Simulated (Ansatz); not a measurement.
`C=[CH][AlH][SiH2]Cl`, relaxed with RKS PBE0-D4/def2-TZVP in the Gaussian-basis code of Ansatz from a PBE-D4/def2-SVP geometry. The force threshold is 0.005 eV/Å; the program also tests the step.

Total charge 0; spin multiplicity 1.

Start:

```xyz
11

C     1.710   -1.090   -0.278
C     0.513   -1.493   -0.772
Al   -1.119   -0.460   -0.505
Si   -1.031    1.681    0.732
Cl    0.686    1.777    1.964
H     1.817   -0.167    0.321
H     2.643   -1.663   -0.442
H     0.506   -2.437   -1.352
H    -2.526   -0.933   -1.115
H    -2.220    1.904    1.634
H    -0.979    2.881   -0.186
```

| step | energy (eV) | largest force (eV/Å) | largest move (Å) |
| --- | --- | --- | --- |
| 1 | -29157.8387 | 0.612 | 0.000 |
| 2 | -29157.8830 | 0.217 | 0.060 |
| 3 | -29157.8866 | 0.148 | 0.034 |
| 4 | -29157.8873 | 0.117 | 0.021 |
| 5 | -29157.8886 | 0.015 | 0.011 |
| 6 | -29157.8886 | 0.024 | 0.005 |
| 7 | -29157.8888 | 0.014 | 0.011 |
| 8 | -29157.8890 | 0.007 | 0.020 |
| 9 | -29157.8894 | 0.036 | 0.071 |
| 10 | -29157.8896 | 0.035 | 0.015 |
| 11 | -29157.8898 | 0.020 | 0.018 |
| 12 | -29157.8901 | 0.019 | 0.046 |
| 13 | -29157.8902 | 0.068 | 0.084 |
| 14 | -29157.8905 | 0.039 | 0.007 |
| 15 | -29157.8907 | 0.006 | 0.016 |
| 16 | -29157.8909 | 0.011 | 0.057 |
| 17 | -29157.8909 | 0.045 | 0.077 |
| 18 | -29157.8910 | 0.019 | 0.011 |
| 19 | -29157.8911 | 0.010 | 0.011 |
| 20 | -29157.8911 | 0.005 | 0.021 |
| 21 | -29157.8911 | 0.011 | 0.032 |
| 22 | -29157.8911 | 0.008 | 0.007 |
| 23 | -29157.8911 | 0.005 | 0.007 |
| 24 | -29157.8912 | 0.006 | 0.013 |
| 25 | -29157.8912 | 0.005 | 0.015 |
| 26 | -29157.8912 | 0.003 | 0.005 |

End:

```xyz
11

C     1.681   -1.185   -0.189
C     0.524   -1.493   -0.785
Al   -1.049   -0.381   -0.601
Si   -1.029    1.691    0.736
Cl    0.810    2.097    1.621
H     1.795   -0.296    0.426
H     2.571   -1.805   -0.285
H     0.508   -2.406   -1.381
H    -2.422   -0.763   -1.308
H    -2.021    1.651    1.848
H    -1.367    2.890   -0.082
```

Hardware: 4 threads of an Arm Neoverse V1 on a shared host. Wall time 110 s, peak host memory 0.62 GiB.
